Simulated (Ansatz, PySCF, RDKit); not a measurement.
Pair of molecules: HCl (SMILES Cl) (first 2 atoms) with CH5N (SMILES CN); geometry from B3LYP-D3(BJ)/def2-TZVP, rigid monomers moved along the line of their centres of mass till H2···N4 is 1.81 Å.
(charge 0, multiplicity 1):
```xyz
9

Cl     0.9705     1.1443     0.1651
H      0.7678     0.4012     1.3159
C     -0.9235     0.0993     3.3492
N      0.3365    -0.4635     2.8452
H     -1.6915    -0.0229     2.5867
H     -0.7884     1.1672     3.5150
H     -1.2667    -0.3644     4.2776
H      0.2511    -1.4539     2.6465
H      1.0920    -0.3455     3.5106
```

Monomers are frozen at their geometry in the pair; levels with a basis set take the counterpoise correction. Rows marked so take none. RDKit's UFF carries no charges.

Correlated levels freeze the cores. Rows in STO-3G carry no dispersion term and start afresh at each structure.

The values were computed with Ansatz (a first-principles code); PySCF for STO-3G rows, the dispersion terms; RDKit for the force fields. Each number belongs to the level named beside it.

### Question
One of these levels gives -14.42 kcal/mol for the interaction energy. Which?
A) UFF
B) PBE0-D3(BJ)/def2-TZVPPD
C) MP2/aug-cc-pV(D+d)Z
D) HF/STO-3G (no counterpoise)

### Answer
B, PBE0-D3(BJ)/def2-TZVPPD. The others give 59.29 (UFF), -15.81 (HF/STO-3G (no counterpoise)), -12.37 (MP2/aug-cc-pV(D+d)Z)
